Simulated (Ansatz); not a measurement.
# Cost against result

Saddle point of SiN$_{2}$H$_{6}$O$_{2}$, closed shell (SiN₂H₆O₂ ([NH2][Si]([NH2])([OH])[OH]) → SiNH₃O₂ ([NH][Si]([OH])[OH]) + NH₃ (still joined by a long Si–N bond); bonds formed: N2–H4; bonds broken: N3–H4; bonds weakened to dative contacts: Si1–N2), PBE0-D4/def2-TZVP structure:

Si1  (-0.469, -0.035, 0.012)
N2  (1.320, 0.454, 0.162)
N3  (0.028, -1.475, 0.604)
H4  (1.241, -0.682, 0.562)
O5  (-0.963, 0.185, -1.545)
O6  (-1.349, 1.055, 0.860)
H7  (1.863, 0.613, -0.677)
H8  (1.551, 1.146, 0.863)
H9  (-0.460, -2.290, 0.927)
H10  (-0.841, -0.587, -2.101)
H11  (-1.922, 1.615, 0.332)
(Å)

Barriers are electronic and count from the start structure reached by relaxing down the imaginary mode.

Ansatz 0.2.0; basis: as named in each row; cores frozen in the correlated methods. B3LYP uses VWN-RPA correlation. Extrapolation: Hartree–Fock as exp(−7.88 √X), correlation as X^−2.97.

Times are rough, for one single point on 8 threads of a shared host (Arm Neoverse V1).

The estimate by CCSD(T) at an estimated basis limit (MP2 extrapolated from triple and quadruple zeta, plus CCSD(T) − MP2 in triple zeta) is 2.265 eV.

```
      method       basis  time (s)  barrier (eV)  method less estimate
          HF      STO-3G   under 1         3.795                 1.530
      PBE-D4      STO-3G   under 1         1.969                -0.296
       SPW92    def2-SVP   under 1         1.686                -0.579
    B3LYP-D4       6-31G   under 1         2.284                 0.019
      PBE-D4    def2-SVP   under 1         1.845                -0.419
     PBE0-D4    def2-SVP   under 1         2.076                -0.189
       SPW92  def2-TZVPP         2         1.796                -0.469
      PBE-D4  def2-TZVPP         2         1.946                -0.318
     BLYP-D4  def2-TZVPP         2         2.085                -0.180
     wB97M-V    def2-SVP         2         2.159                -0.106
    B3LYP-D4  def2-TZVPP         3         2.237                -0.028
   r2SCAN-D4  def2-TZVPP         3         2.131                -0.134
     CCSD(T)    def2-SVP         3         2.243                -0.022
     PBE0-D4  def2-TZVPP         3         2.149                -0.116
  r2SCAN0-D4  def2-TZVPP         4         2.260                -0.005
CAM-B3LYP-D4  def2-TZVPP         6         2.298                 0.033
      B97M-V  def2-TZVPP         6         2.269                 0.004
    BHLYP-D4  def2-TZVPP         6         2.468                 0.203
     wB97X-V  def2-TZVPP        10         2.288                 0.023
    PBE-QIDH  def2-TZVPP        11         2.253                -0.012
  RPA on PBE  def2-TZVPP        12         2.228                -0.037
     wB97M-V  def2-TZVPP        14         2.249                -0.016
      B2PLYP  def2-TZVPP        15         2.243                -0.022
         MP2  def2-QZVPP        63         2.207                -0.058
     CCSD(T)  def2-TZVPP       120         2.264                -0.001
```

All methods are single points on the PBE0-D4 structures.

No T1 diagnostic of these runs exceeds 0.013.

Labels in which every atom is bracketed show which atoms are joined, not bond orders.
